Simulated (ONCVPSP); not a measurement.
**Cr (Z = 24), ONCV: configuration errors across variants**

ONCVPSP 4.0.1 input, shortened (lines: element, Z, core and valence counts, functional; n l f; lmax; l rc ep ncon nbas qcut; lloc lpopt rc5 dvloc0; l nproj debl; icmod fcfact rcfact), PBE, scalar-relativistic:

```
  Cr 24.00    5    3        4      upf
    1    0    2.00
    2    0    2.00
    2    1    6.00
    3    0    2.00
    3    1    6.00
    3    2    5.00
    4    0    0.75
    4    1    0.25
    3
    0    2.85    0.00    4    7    1.80
    1    3.85    0.00    4    7    2.50
    2    2.25    0.00    3    8    5.50
    3    2.95    0.14    4    7    4.10
    4    5    2.10    2.00
    0    2    3.00
    1    2    3.70
    2    1    1.70
    3    1    3.10
    3    5.25    1.15
```

All-electron excitation energies from the reference (eV): (1) 3d5 4s1 4p0 -0.760; (2) 3d5 4s0 4p0 6.142; (3) 3d5.5 4s0.5 4p0 -0.038.

2 further variants failed, have other tests or too few solved ones, and are left out.

Errors AE − PS in meV (a dash: test not solved or not reliable):

```csv
change,(1),(2),(3),bound ghosts,GHOST(+) flags above zero
base,+0.4,+24,-1.9,none,"s, p"
s: qcut 2.3,+0.4,+21,-3.5,none,"s, p"
p: rc 3.92,+0.5,+24,-1.9,none,s
"core correction Teter function, fcfact 3.5, rcfact 1.15",+0.5,+25,-1.5,none,"s, p"
d: nproj 2,+0.5,+24,+8.7,none,"s, p"
p: rc 3.66,+0.4,+24,-2.0,none,"s, p"
"local potential polynomial inside 1.45 bohr (lpopt 5, dvloc0 4 Ha)",+0.5,+24,+1.4,none,s
"core correction Teter function, fcfact 5.25, rcfact 1.42",0.0,-0.2,-4.3,none,"s, p"
s: qcut 1.4; p: qcut 1.9; d: qcut 4.2; f: qcut 3.1,+0.2,+19,+12,none,"s, p"
"all radii but the core radius scaled by about 1.32 (s 3.76, p 5.08, d 2.96, f 3.88 bohr); local potential polynomial inside 2.76 bohr (lpopt 5, dvloc0 2 Ha)",-0.7,-3.9,+12,none,"s, p"
```

(1) Give the same row for: core correction Teter function, fcfact 3.7, rcfact 1.15.

Results:

(1) +0.5, +25, -1.6; bound ghosts: none; GHOST(+) flags above zero: s, p.
